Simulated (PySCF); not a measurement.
Molecule: C3H9Ge, charge -1, multiplicity 1. It need not be the lowest isomer of its formula. Whether it binds its extra electron was not tested at this geometry. 
Structure (B3LYP-D3(BJ)/def2-TZVP (Ansatz) minimum search):
```
Ge
H 1 1.5778
C 1 1.8849 2 112.42
H 3 1.0959 1 112.34 2 -53.41
H 3 1.0971 4 109.74 1 125.22
C 1 2.0076 2 105.15 3 121.76
H 6 1.0912 1 109.90 2 -65.20
H 6 1.0935 7 109.21 1 -123.13
H 6 1.0938 7 108.02 8 -117.63
C 1 2.0462 2 100.91 6 103.91
H 10 1.0933 1 109.64 2 67.63
H 10 1.0944 11 107.91 1 -119.19
H 10 1.0963 11 108.65 12 -117.56
```
Charge -1, spin multiplicity 1.

Dispersion corrections to the total energy (kcal/mol) from the dftd3 and dftd4 libraries through PySCF: D3(BJ) without and D4 with the three-body term, each with the damping fitted for the functional named.

```
functional      D3(BJ)          D4
----------  ----------  ----------
B2PLYP           -4.84       -4.55
r2SCAN      (withheld)       -1.70
PW6B95           -3.13       -5.56
CAM-B3LYP        -4.71  (withheld)
BP86             -9.41  (withheld)
B2GP-PLYP        -4.28       -2.79
LC-wPBE          -5.58       -7.22
```

Q: Fill in the missing entries.

A: 
- r2SCAN, D3(BJ): -1.68
- CAM-B3LYP, D4: -5.61
- BP86, D4: -8.75
